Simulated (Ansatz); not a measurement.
Consider the redistribution: `[AlH2][CH2][GaH2]` + `BN=C=C` → `C=C=[N][AlH2]` + `B[CH2][GaH2]`.

Program: Ansatz. Geometries: PBE0-D4/def2-TZVP. ΔE: electronic, gas phase. CCSD(T)/CBS is the MP2 limit (def2-TZVPP, def2-QZVPP) plus CCSD(T) − MP2 in def2-TZVPP, frozen cores. For Ga outer-core shells are correlated without core-valence functions, which leaves a few kJ/mol of doubt a bond. Scalar relativity is left out up to krypton.

| species | CCSD(T)/CBS(def2) energy (Eh) |
| --- | --- |
| `[AlH2][CH2][GaH2]` | -2207.58950 |
| `BN=C=C` | -157.96924 |
| `C=C=[N][AlH2]` | -375.19639 |
| `B[CH2][GaH2]` | -1990.36717 |

Problem. Work out ΔE.

Solution. ΔE = (-375.19639) + (-1990.36717) − (-2207.58950) − (-157.96924) = -0.00482 Eh = -12.7 kJ/mol.

Problem. What do rigid-rotor, harmonic-oscillator terms from PBE0-D4/def2-TZVP frequencies (298.15 K, 1 bar) make of the CCSD(T)/CBS value? (Estimate.)

Solution. Ansatz gave: ΔZPE = 0.0 kJ/mol, ΔH = -12.0 kJ/mol, ΔS = 14 J/(mol·K), ΔG = -16.3 kJ/mol. Modes under 50 cm⁻¹ make the entropy rough.

Largest T1 diagnostic among the species: 0.017.

In def2-TZVPP, CCSD(T) changes the Hartree–Fock value by +12.7 kJ/mol (the triples alone add +2.4 kJ/mol) and MP2 by +8.3 kJ/mol. From PBE to PBE0 (25 % exact exchange), in def2-TZVPP and without D4, ΔE moves by −6.6 kJ/mol.
